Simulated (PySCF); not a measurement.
Mo(O)2(NH2)(Me) (CH₅MoNO₂), SMILES [NH2][Mo]([CH3])(=[O])=[O], multiplicity 1.

The structure is a stationary point at B3LYP-D3(BJ)/def2-SVP. The multiplicity is an assumed one; no other spin state was optimised. The structure was generated by enumeration; whether it is a known compound was not checked. The def2 effective core potentials stand for the cores of Mo; spin–orbit coupling is left out. One conformer was computed; it need not be the lowest.

The numbers are results of PySCF with PBE/def2-TZVP, not measurements.

Gas-phase values at a fixed geometry.

Computed frontier levels, gap, dipole moment and polarisability:
```
Item                                                                                                            Result
---------------------------------------------------------------------------------------------  -----------------------
highest occupied level                                                                                        -7.18 eV
lowest empty level                                                                                            -2.94 eV
orbital gap                                                                                                    4.23 eV
dipole moment                                                                                                0.813 e·Å
quadrupole, principal values (traceless, Buckingham form, about the centre of nuclear charge)  -5.99, -4.73, 10.72 D·Å
mean static polarisability                                                                        66.7 bohr³ (9.89 Å³)
polarisability, principal values                                                                62.3, 64.6, 73.3 bohr³
```
